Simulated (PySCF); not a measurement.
Geometry (Å), atoms numbered from 1 in this order:
```xyz
11

Si   -0.660    0.030   -0.502
C    -0.685   -0.156    1.420
F    -1.945   -0.207    1.874
F    -0.082    0.874    2.022
F    -0.066   -1.275    1.816
C     1.191    0.111   -1.047
F     1.850   -1.010   -0.732
F     1.827    1.132   -0.464
F     1.290    0.278   -2.374
H    -1.326    1.303   -0.871
H    -1.296   -1.164   -1.111
```

Geometry: PBE0-D3(BJ)/def2-SVP; GIAO shifts from PySCF 2.14, gas phase, non-relativistic, averaged over equivalent atoms.

At KT2/pcSseg-1 (170 basis functions, 23 s wall time on 1 thread of an Arm Neoverse V2, shared host):
```csv
atoms,δ (ppm)
Si1,-59.7
C2/C6,132.5
F3/F4/F5/F7/F8/F9,-80.3
H10/H11,4.22
```

δ = σ(ref) − σ, references computed at the same level: TMS for ²⁹Si (σ = 361.05 ppm) and ¹³C (σ = 183.22 ppm) and ¹H (σ = 31.18 ppm); ¹⁹F (σ = 138.57 ppm) vs CFCl3.

Task: Estimate the result of repeating the calculation with PBE0/pcSseg-1.

Result: 
```json
{"atoms": "Si1", "δ at PBE0/pcSseg-1": "-50.9", "change": "+8.8"}
{"atoms": "C2/C6", "δ at PBE0/pcSseg-1": "132.3", "change": "-0.2"}
{"atoms": "F3/F4/F5/F7/F8/F9", "δ at PBE0/pcSseg-1": "-65.5", "change": "+14.8"}
{"atoms": "H10/H11", "δ at PBE0/pcSseg-1": "4.25", "change": "+0.03"}
```

Scale: TMS for ²⁹Si (σref 351.99), ¹³C (σref 184.41), ¹H (σref 31.27); ¹⁹F (σref 177.25) against CFCl3 (reference shieldings calculated alike).

The largest change is at F3/F4/F5/F7/F8/F9 (fluorine of a CF3 group). Cost: 170 basis functions, 23 s wall time on 1 thread of an Arm Neoverse V2, shared host.

Unscaled 19F shifts against computed CFCl3 carry errors that often reach 10 to 50 ppm.
